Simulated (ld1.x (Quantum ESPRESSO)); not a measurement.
Which change was made? (Pb, TM)

```json
{
  "Element": "Pb (Z = 82)",
  "Generator": "ld1.x (Quantum ESPRESSO) 7.5",
  "Type": "norm-conserving Troullier–Martins (Kleinman–Bylander form)",
  "Functional": "PBE",
  "Relativity": "scalar-relativistic",
  "Frozen core": "[Xe] 4f14 5d10",
  "Valence charge": "4",
  "Reference configuration": "6s2 6p1 (charge +1)",
  "Partial waves": "6s (bound): rc 1.45 bohr; 6p (bound): rc 2.00 bohr; 6d channel at 0.05 Ry: rc 2.20 bohr",
  "Local potential": "all-electron potential smoothed inside 1.10 bohr (lloc = -1)",
  "Core correction": "a·sin(br)/r model core inside 0.95 bohr"
}
```

Cutoffs, loose and tight: the cutoffs (Ry, on a coarse ladder) from which the occupation-weighted sum of valence levels, in a spherical-Bessel basis at the reference potential, stays within 10 and 1 mRy of its value at 400 Ry. They do not see the model core or the augmentation charge, which bear on the density cutoff. Test errors are all-electron minus pseudo excitation energies from the reference, over the configurations 6s2 6p2; 6s2 6p0; 6s1 6p0; 6s2 6p2.3; 6s1 6p2; 6s0 6p4; 6s1 6p3; variants that change the core or the reference have their own tests. The largest error is taken over the tests solved by every variant that gives reliable tests at all, those not shown here included: 6s0 6p4; 6s1 6p2; 6s1 6p3; 6s2 6p0; 6s2 6p2; 6s2 6p2.3.

The base gives: outcome: generated; cutoff, loose: 90 Ry; cutoff, tight: 180 Ry; bound ghosts: s, p, d; largest test error (meV): -169.

Problem. After one change the result is: outcome: failed: run_pseudo: Errors in PS-KS equation. Which change was it?
A. wave 6s (bound): rc 1.45 bohr becomes 6s (bound): rc 1.68 bohr
B. wave 6s (bound): rc 1.45 bohr becomes 6s (bound): rc 0.94 bohr
C. wave 6s (bound): rc 1.45 bohr becomes 6s (bound): rc 1.50 bohr
D. wave 6s (bound): rc 1.45 bohr becomes 6s (bound): rc 1.30 bohr

Solution. B. The others give: wave 6s (bound): rc 1.45 bohr becomes 6s (bound): rc 1.30 bohr → outcome: generated; cutoff, loose: 140 Ry; cutoff, tight: over 300 Ry; bound ghosts: s, p, d; largest test error (meV): -321 | wave 6s (bound): rc 1.45 bohr becomes 6s (bound): rc 1.50 bohr → outcome: generated; cutoff, loose: 45 Ry; cutoff, tight: 160 Ry; bound ghosts: s, p, d; largest test error (meV): -144 | wave 6s (bound): rc 1.45 bohr becomes 6s (bound): rc 1.68 bohr → outcome: generated; cutoff, loose: 30 Ry; cutoff, tight: 70 Ry; bound ghosts: s, p, d; largest test error (meV): -94.
